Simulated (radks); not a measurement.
Values are calculated unless marked as measured or tabulated.
Charge is removed step by step from the 6s1/2 level of neutral iridium, starting from [Xe] 4f14 5d7 6s2. Level of theory: Dirac Kohn-Sham, PBE, spin-unpolarised, spherical densities, finite nucleus; open shells are shared between the two j in proportion to 2j + 1; Fermi nuclear charge, rms radius 5.4032 fm (a radial shooting solver on a logarithmic mesh with Libxc functionals).

removed (e),E - E(0) (eV),eigenvalue (eV),E minus straight line (eV)
0,0.000,-6.336,0.000
0.25,1.799,-8.067,-0.672
0.5,4.038,-9.851,-0.904
0.75,6.729,-11.685,-0.684
1,9.884,-13.563,0.000

Removing the whole electron costs 9.884 eV by Delta-SCF, against 6.336 eV from minus the eigenvalue at the starting occupation. Slater's transition state (half an electron removed) gives 9.851 eV. Integrating minus the eigenvalue over the occupation (Janak's theorem) gives 9.884 eV. The mean slope of the eigenvalue, de/dn, is 7.23 eV per electron. Ionisation energy of Ir in the NIST Atomic Spectra Database: 8.967 eV (measured).

Beside tabulated values, note that spin-unpolarised runs miss the spin-polarisation part of the exchange energy of open shells.
